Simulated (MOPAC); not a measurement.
Input for MOPAC: AM1 on GeH5N (SMILES [NH2][GeH3]), a point of a torsion scan.

```
AM1 1SCF PRECISE CHARGE=0 THREADS=1
GeH5N

N      1.08127865 1    -0.15611322 1     0.22427663 1
Ge    -0.68974662 1     0.12919884 1     0.00566512 1
H      1.68315199 1     0.65094695 1     0.13402547 1
H      1.48492081 1    -0.90784142 1    -0.31776310 1
H     -1.09383558 1     0.68139136 1    -1.33756521 1
H     -1.34860268 1    -1.19132614 1     0.21283530 1
H     -1.08330179 1     1.10454216 1     1.06271768 1
```

It printed:

```
*******************************************************************************
 **                                                                           **
 **                              MOPAC v23.2.5                                **
 **                                                                           **
 *******************************************************************************
 ** MOPAC's Digital Object Identifier: https://doi.org/10.5281/zenodo.6511958 **
 **                                                                           **
 ** Please cite the open-source release paper for use of this MOPAC version:  **
 ** J. E. Moussa and J. J. P. Stewart (2026)                                  **
 ** MOPAC: An open-source semiempirical molecular orbital program             **
 ** J. Open Source Softw., 11(119), 8025, https://doi.org/10.21105/joss.08025 **
 *******************************************************************************

                              AM1 CALCULATION RESULTS

 *******************************************************************************
 *  AM1        - The AM1 Hamiltonian to be used
 *
 *
 *
 *                 CHARGE ON SYSTEM = 0
 *
 *
 *
 *  PRECISE    - TIGHTER CRITERIA TO BE USED
 *  1SCF       - DO 1 SCF AND THEN STOP
 *  THREADS=1  - MULTI-THREADING NOT USED
 *  T=         - A TIME OF 172800.0 SECONDS REQUESTED
 *  DUMP=N     - RESTART FILE WRITTEN EVERY 7200.0 SECONDS REQUESTED
 *******************************************************************************
AM1 1SCF PRECISE CHARGE=0 THREADS=1
 GeH5N

   ATOM   CHEMICAL          X               Y               Z
  NUMBER   SYMBOL      (ANGSTROMS)     (ANGSTROMS)     (ANGSTROMS)

     1       N          1.08127865  *  -0.15611322  *   0.22427663  *
     2      Ge         -0.68974662  *   0.12919884  *   0.00566512  *
     3       H          1.68315199  *   0.65094695  *   0.13402547  *
     4       H          1.48492081  *  -0.90784142  *  -0.31776310  *
     5       H         -1.09383558  *   0.68139136  *  -1.33756521  *
     6       H         -1.34860268  *  -1.19132614  *   0.21283530  *
     7       H         -1.08330179  *   1.10454216  *   1.06271768  *



          CARTESIAN COORDINATES

    NO.       ATOM           X           Y           Z

     1         N          1.0813     -0.1561      0.2243
     2        Ge         -0.6897      0.1292      0.0057
     3         H          1.6832      0.6509      0.1340
     4         H          1.4849     -0.9078     -0.3178
     5         H         -1.0938      0.6814     -1.3376
     6         H         -1.3486     -1.1913      0.2128
     7         H         -1.0833      1.1045      1.0627

  H: (AM1): M.J.S. DEWAR ET AL, J. AM. CHEM. SOC. 107 3902-3909 (1985)
  N: (AM1): M.J.S. DEWAR ET AL, J. AM. CHEM. SOC. 107 3902-3909 (1985)
 Ge: (AM1): M.J.S.Dewar and C.Jie, Organometallics, 8, 1544, (1989)

           Empirical Formula: H5 N Ge  =     7 atoms



      MOLECULAR POINT GROUP   :   C1


      RHF CALCULATION, NO. OF DOUBLY OCCUPIED LEVELS = 7


 -------------------------------------------------------------------------------
 AM1 1SCF PRECISE CHARGE=0 THREADS=1
 GeH5N



     1SCF WAS SPECIFIED, SO BFGS WAS NOT USED
     SCF FIELD WAS ACHIEVED


                              AM1 CALCULATION
                                                       MOPAC v23.2.5 Linux




          FINAL HEAT OF FORMATION =         17.72942 KCAL/MOL =      74.17989 KJ/MOL


          COSMO AREA              =         91.62 SQUARE ANGSTROMS
          COSMO VOLUME            =         77.61 CUBIC ANGSTROMS

          IONIZATION POTENTIAL    =          9.683636 EV
          HOMO LUMO ENERGIES (EV) =         -9.684  1.085
          NO. OF FILLED LEVELS    =          7
          MOLECULAR WEIGHT        =         91.6362         POINT GROUP:  C1

          MOLECULAR DIMENSIONS (Angstroms)

            Atom       Atom       Distance
            H     6    H     3     3.54848
            H     4    H     7     3.34043
            H     5    N     1     2.20450


          SCF CALCULATIONS        =          1





   ATOM   CHEMICAL          X               Y               Z
  NUMBER   SYMBOL      (ANGSTROMS)     (ANGSTROMS)     (ANGSTROMS)

     1       N          1.08127865  *  -0.15611322  *   0.22427663  *
     2      Ge         -0.68974662  *   0.12919884  *   0.00566512  *
     3       H          1.68315199  *   0.65094695  *   0.13402547  *
     4       H          1.48492081  *  -0.90784142  *  -0.31776310  *
     5       H         -1.09383558  *   0.68139136  *  -1.33756521  *
     6       H         -1.34860268  *  -1.19132614  *   0.21283530  *
     7       H         -1.08330179  *   1.10454216  *   1.06271768  *

                             CARTESIAN COORDINATES

   1    N        1.081278650    -0.156113220     0.224276630
   2   Ge       -0.689746620     0.129198840     0.005665120
   3    H        1.683151990     0.650946950     0.134025470
   4    H        1.484920810    -0.907841420    -0.317763100
   5    H       -1.093835580     0.681391360    -1.337565210
   6    H       -1.348602680    -1.191326140     0.212835300
   7    H       -1.083301790     1.104542160     1.062717680


           Empirical Formula: H5 N Ge  =     7 atoms



      MOLECULAR POINT GROUP   :   C1


                  EIGENVALUES
 -31.69593 -15.91151 -15.44617 -13.93201 -11.92284 -11.48113  -9.68364   1.08538
   1.14502   1.49738   2.47693   5.36073   6.19507


              NET ATOMIC CHARGES AND DIPOLE CONTRIBUTIONS

  ATOM NO.   TYPE          CHARGE      No. of ELECS.   s-Pop       p-Pop
    1          N          -0.603837        5.6038     1.58614     4.01770
    2         Ge           0.750391        3.2496     0.86996     2.37965
    3          H           0.149419        0.8506     0.85058
    4          H           0.149220        0.8508     0.85078
    5          H          -0.163501        1.1635     1.16350
    6          H          -0.140514        1.1405     1.14051
    7          H          -0.141178        1.1412     1.14118
 DIPOLE           X         Y         Z       TOTAL
 POINT-CHG.    -0.846     0.255    -0.575     1.054
 HYBRID         0.833     0.114    -0.760     1.133
 SUM           -0.013     0.368    -1.336     1.385


          ATOMIC ORBITAL ELECTRON POPULATIONS

     Atom    s        px        py        pz
    1  N   1.58614   1.15964   1.14664   1.71141
    2 Ge   0.86996   0.70056   0.84911   0.82997
    3  H   0.85058
    4  H   0.85078
    5  H   1.16350
    6  H   1.14051
    7  H   1.14118

 **********************
 *                    *
 * JOB ENDED NORMALLY *
 *                    *
 **********************




 == MOPAC DONE ==
```

The run finished.

Cost: about 0.020 core-seconds (a rough figure).
